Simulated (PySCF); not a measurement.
Magnetic susceptibility: SMILES CC(C)(C)C=C1CC1, C₈H₁₄

Molfile (atoms numbered from 1):
```
C8H14
     RDKit          3D

 22 22  0  0  0  0  0  0  0  0999 V2000
   -1.8867    0.1307   -1.1861 C   0  0  0  0  0  0  0  0  0  0  0  0
   -0.9916    0.0571    0.0572 C   0  0  0  0  0  0  0  0  0  0  0  0
   -0.6942   -1.4042    0.3887 C   0  0  0  0  0  0  0  0  0  0  0  0
   -1.7141    0.7157    1.2389 C   0  0  0  0  0  0  0  0  0  0  0  0
    0.2690    0.8406   -0.2216 C   0  0  0  0  0  0  0  0  0  0  0  0
    1.4980    0.3896   -0.2005 C   0  0  0  0  0  0  0  0  0  0  0  0
    2.9216    0.6973   -0.3766 C   0  0  0  0  0  0  0  0  0  0  0  0
    2.4596   -0.6983   -0.0075 C   0  0  0  0  0  0  0  0  0  0  0  0
   -2.1126    1.1655   -1.4348 H   0  0  0  0  0  0  0  0  0  0  0  0
   -1.3902   -0.3271   -2.0389 H   0  0  0  0  0  0  0  0  0  0  0  0
   -2.8238   -0.3927   -1.0089 H   0  0  0  0  0  0  0  0  0  0  0  0
   -0.1848   -1.8880   -0.4402 H   0  0  0  0  0  0  0  0  0  0  0  0
   -0.0637   -1.4753    1.2709 H   0  0  0  0  0  0  0  0  0  0  0  0
   -1.6213   -1.9396    0.5833 H   0  0  0  0  0  0  0  0  0  0  0  0
   -2.6495    0.2001    1.4455 H   0  0  0  0  0  0  0  0  0  0  0  0
   -1.0938    0.6785    2.1319 H   0  0  0  0  0  0  0  0  0  0  0  0
   -1.9374    1.7576    1.0193 H   0  0  0  0  0  0  0  0  0  0  0  0
    0.1006    1.8853   -0.4611 H   0  0  0  0  0  0  0  0  0  0  0  0
    3.2984    0.8667   -1.3760 H   0  0  0  0  0  0  0  0  0  0  0  0
    3.4233    1.2887    0.3770 H   0  0  0  0  0  0  0  0  0  0  0  0
    2.6540   -1.0533    0.9952 H   0  0  0  0  0  0  0  0  0  0  0  0
    2.5289   -1.4753   -0.7564 H   0  0  0  0  0  0  0  0  0  0  0  0
  1  2  1  0
  2  3  1  0
  2  4  1  0
  2  5  1  0
  5  6  2  3
  6  7  1  0
  7  8  1  0
  8  6  1  0
  1  9  1  0
  1 10  1  0
  1 11  1  0
  3 12  1  0
  3 13  1  0
  3 14  1  0
  4 15  1  0
  4 16  1  0
  4 17  1  0
  5 18  1  0
  7 19  1  0
  7 20  1  0
  8 21  1  0
  8 22  1  0
M  END
```

Computed, not measured: GIAO B3LYP/pcSseg-1 magnetisability, rotational g tensor and spin-rotation constants, non-relativistic, gas phase in PySCF 2.14.0. Geometry: GFN2-xTB.

(1) How diamagnetic is it, and how anisotropic?

(2) Split it along the inertial axes a, b, c into diamagnetic and paramagnetic parts about the centre of mass, with the quadrupole moment.

(3) And the rotational g tensor?

Results:

(1) Isotropic -1497 × 10⁻³⁰ J/T², or -90.1 × 10⁻⁶ cm³/mol; principal values -1703, -1409, -1378 × 10⁻³⁰ J/T², anisotropy 311 × 10⁻³⁰ J/T² (root of half the summed squared differences of the principal values). The susceptibility is in cgs units.

(2) 
| axis | χ (10⁻⁶ cm³/mol) | diamagnetic (10⁻⁶ cm³/mol) | paramagnetic (10⁻⁶ cm³/mol) | summed x² of all electrons (Å²) | quadrupole Θ (D Å) |
| --- | --- | --- | --- | --- | --- |
| a | -84.7 | -472.6 | 387.9 | 224.6 | +0.79 |
| b | -83.2 | -1166.0 | 1082.8 | 61.2 | -0.01 |
| c | -102.6 | -1212.8 | 1110.2 | 50.2 | -0.77 |

Anisotropies 2χaa − χbb − χcc = +16.3 and 2χbb − χaa − χcc = +20.9 × 10⁻⁶ cm³/mol. Θ is traceless in Buckingham's convention.

(3) 
```tsv
axis	rotational constant (GHz)	g	nuclear part	electronic part
a	3.7523	-0.0138	0.6701	-0.6838
b	1.2031	-0.0050	0.6070	-0.6120
c	1.1526	+0.0059	0.6071	-0.6012
```
Asymmetric top; isotopes 12C, 1H; no vibrational averaging.
